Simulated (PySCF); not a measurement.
C$_{3}$H$_{4}$, charge +1, doublet, at a GFN2-xTB geometry (a state made from the parent by changing its charge; the spin is typed, not shown lowest); DF-HF/def2-SVPD run with PySCF.

PySCF was given this input:
```python
from pyscf import gto, scf

mol = gto.Mole()
mol.atom = '''
    C     1.298426   -0.000350   -0.000139
    C    -0.000000   -0.000000   -0.000000
    C    -1.298426    0.000350    0.000139
    H     1.890776   -0.734607   -0.542867
    H     1.891288    0.733588    0.542461
    H    -1.890815    0.888706   -0.210728
    H    -1.891249   -0.887687    0.211134
'''
mol.basis = 'def2-svpd'
mol.charge = 1
mol.spin = 1
mol.verbose = 4
mol.build()

mf = scf.UHF(mol)
mf = mf.density_fit(auxbasis='def2-universal-jkfit')
mf.kernel()
```

Output, abridged:

```
PySCF version 2.14.0

[INPUT] verbose = 4
[INPUT] num. atoms = 7
[INPUT] num. electrons = 21
[INPUT] charge = 1
[INPUT] spin (= nelec alpha-beta = 2S) = 1
[INPUT] symmetry False subgroup None
[INPUT] Mole.unit = angstrom
[INPUT] Symbol           X                Y                Z      unit          X                Y                Z       unit  Magmom
[INPUT]  1 C      1.298426000000  -0.000350000000  -0.000139000000 AA    2.453669533015  -0.000661404144  -0.000262671931 Bohr   0.0
[INPUT]  2 C      0.000000000000   0.000000000000   0.000000000000 AA    0.000000000000   0.000000000000   0.000000000000 Bohr   0.0
[INPUT]  3 C     -1.298426000000   0.000350000000   0.000139000000 AA   -2.453669533015   0.000661404144   0.000262671931 Bohr   0.0
[INPUT]  4 H      1.890776000000  -0.734607000000  -0.542867000000 AA    3.573048802901  -1.388206039188  -1.025869952064 Bohr   0.0
[INPUT]  5 H      1.891288000000   0.733588000000   0.542461000000 AA    3.574016342676   1.386280408267   1.025102723258 Bohr   0.0
[INPUT]  6 H     -1.890815000000   0.888706000000  -0.210728000000 AA   -3.573122502219   1.679410945258  -0.398218206777 Bohr   0.0
[INPUT]  7 H     -1.891249000000  -0.887687000000   0.211134000000 AA   -3.573942643358  -1.677485314337   0.398985435584 Bohr   0.0

nuclear repulsion = 59.3353430628111
number of shells = 40
number of NR pGTOs = 130
number of NR cGTOs = 92
basis = def2-svpd
ecp = {}

******** <class 'pyscf.df.df_jk.DFUHF'> ********
method = DFUHF
initial guess = minao
damping factor = 0
level_shift factor = 0
DIIS = <class 'pyscf.scf.diis.CDIIS'>
diis_start_cycle = 1
diis_space = 8
diis_damp = 0
SCF conv_tol = 1e-09
SCF conv_tol_grad = None
SCF max_cycles = 50
direct_scf = False
number electrons alpha = 11  beta = 10
Set gradient conv threshold to 3.16228e-05
******** <class 'pyscf.df.df.DF'> ********
auxbasis = def2-universal-jkfit
init E= -116.222590687135

cycle= 1 E= -115.374362652397  delta_E= 0.848  |g|= 0.331  |ddm|= 2.42
cycle= 2 E= -115.45842855075  delta_E= -0.0841  |g|= 0.117  |ddm|= 0.848
cycle= 3 E= -115.468431788864  delta_E= -0.01  |g|= 0.0418  |ddm|= 0.326
cycle= 4 E= -115.471008516032  delta_E= -0.00258  |g|= 0.0202  |ddm|= 0.124
cycle= 5 E= -115.471664654878  delta_E= -0.000656  |g|= 0.012  |ddm|= 0.0439
cycle= 6 E= -115.472132290593  delta_E= -0.000468  |g|= 0.00662  |ddm|= 0.0554
cycle= 7 E= -115.472334087906  delta_E= -0.000202  |g|= 0.00411  |ddm|= 0.0477
cycle= 8 E= -115.472443882895  delta_E= -0.00011  |g|= 0.0021  |ddm|= 0.0402
cycle= 9 E= -115.472479346172  delta_E= -3.55e-05  |g|= 0.000632  |ddm|= 0.0287
cycle= 10 E= -115.472481955151  delta_E= -2.61e-06  |g|= 0.000157  |ddm|= 0.00877
cycle= 11 E= -115.472482028912  delta_E= -7.38e-08  |g|= 5.15e-05  |ddm|= 0.00147
cycle= 12 E= -115.472482034772  delta_E= -5.86e-09  |g|= 1.8e-05  |ddm|= 0.000278
cycle= 13 E= -115.472482035513  delta_E= -7.41e-10  |g|= 5.15e-06  |ddm|= 9.88e-05
Extra cycle  E= -115.472482035551  delta_E= -3.76e-11  |g|= 2.78e-06  |ddm|= 1.68e-05
converged SCF energy = -115.472482035551  <S^2> = 0.84253465  2S+1 = 2.0904876
```
